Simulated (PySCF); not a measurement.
ClFH4SSi2, SMILES [SiH2](S[SiH2]Cl)F. Heavy atoms are numbered as in [SiH2:1]([F:2])[S:3][SiH2:4][Cl:5]. Hydrogens are named by the atom that carries them.

Coordinates come from a PBE-D3(BJ)/def2-SVP optimisation. The structure was generated by enumeration, and PubChem lists no compound with its InChIKey, so it may never have been made. The values are those of a single conformer.

The numbers are results of PBE0/pcSseg-1 run with PySCF, not measurements.

GIAO shieldings, no solvent; atoms alike by connectivity are averaged. δ = σ(ref) − σ: ²⁹Si against TMS (σ = 352.7 ppm); ¹⁹F against CFCl3 (σ = 167.2 ppm); ³³S against H2S (σ = 716.7 ppm); ³⁵Cl against HCl (σ = 945.9 ppm); ¹H against TMS (σ = 31.56 ppm), references at their B3LYP-D3(BJ)/def2-TZVP geometries, non-relativistic (without spin–orbit terms, shifts of atoms bonded to Cl or Br come out too high).

```tsv
nucleus	atoms	count	δ (ppm)
²⁹Si	Si1 (SiH2)	1	8.4
²⁹Si	Si4 (SiH2)	1	5.9
¹⁹F	F2	1	-190.9
³³S	S3	1	67.3
³⁵Cl	Cl5	1	28.5
¹H	H on Si4	2	6.19
¹H	H on Si1	2	6.05
```
